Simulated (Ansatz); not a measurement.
Consider the ligand exchange at a Mg–F bond: `[F][Mg][Br]` + HCl → `[Cl][Mg][Br]` + H–F.

Isolated molecules relaxed with PBE0-D4/def2-TZVP in Ansatz; ΔE leaves out vibrations. CCSD(T)/CBS is the MP2 limit (def2-TZVPP, def2-QZVPP) plus CCSD(T) − MP2 in def2-TZVPP, frozen cores. This one scheme is used for every species. DFT in def2-TZVPP. For Br, Mg outer-core shells are correlated without core-valence functions, which leaves a few kJ/mol of doubt a bond. Scalar relativity is left out up to krypton.

| level | ΔE (eV) |
| --- | --- |
| LDA (SPW92) | -0.20 |
| BLYP-D4 | -0.11 |
| r2SCANh | -0.24 |
| CAM-B3LYP | -0.15 |
| RPA@PBE/def2-TZVPP | -0.18 |
| MP2/def2-SVP | -0.10 |
| CCSD/def2-SVP | -0.11 |
| MP2/def2-TZVPP | -0.23 |

What does CCSD(T)/CBS give? (Estimate.)

Ansatz gave: -0.24 eV. The listed levels differ from it by 0.04, 0.13, 0.00, 0.09, 0.06, 0.14, 0.13, 0.01 eV.

What do rigid-rotor, harmonic-oscillator terms from PBE0-D4/def2-TZVP frequencies (298.15 K, 1 bar) make of the CCSD(T)/CBS value? (Best estimate.)

Computed: ΔZPE = +0.05 eV, ΔH = -0.18 eV, ΔS = -1 J/(mol·K), ΔG = -0.18 eV.

Largest T1 diagnostic among the species: 0.009.

At CCSD(T), def2-SVP lies +0.14 eV from the extrapolated value and def2-TZVPP +0.02 eV. From BLYP to BHLYP (50 % exact exchange), in def2-TZVPP and without D4, ΔE moves by −0.15 eV. Leaving LDA and LC-ωPBE aside and taking each functional with its dispersion term where it has one, the values, not all of them listed here, spread over 0.17 eV, from PBE-QIDH to BLYP-D4.
